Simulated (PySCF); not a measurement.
Computed IR spectrum (relative IR intensity) of a molecule C₄H₆ClF. Geometry: PBE-D3(BJ)/def2-SVP. One conformer was computed; it need not be the lowest. Computed with PBE-D3(BJ)/def2-SVP in PySCF. Frequencies are harmonic and unscaled.

Lines under 2 % of the strongest are left out, and lines within 2 cm⁻¹ are merged.

ν (cm⁻¹): 312 (vw), 375 (vw), 501 (w), 620 (m), 846 (m), 955 (w), 1001 (w), 1064 (vs), 1144 (s), 1247 (vs), 1354 (m), 1390 (m), 1401 (w), 1408 (w), 1719 (m), 2968 (m), 2970 (m), 3038 (w), 3041 (w), 3086 (m), 3109 (w) (against the strongest line: vs over 80 %, s over 45 %, m over 15 %, w over 4 %, vw less)

Task: Which molecule gave these data?
A) FC1(Cl)CCC1
B) F[C@H](Cl)C1CC1
C) C/C(F)=C(\C)Cl
D) CC/C=C(\F)Cl

Result: C, C/C(F)=C(\C)Cl
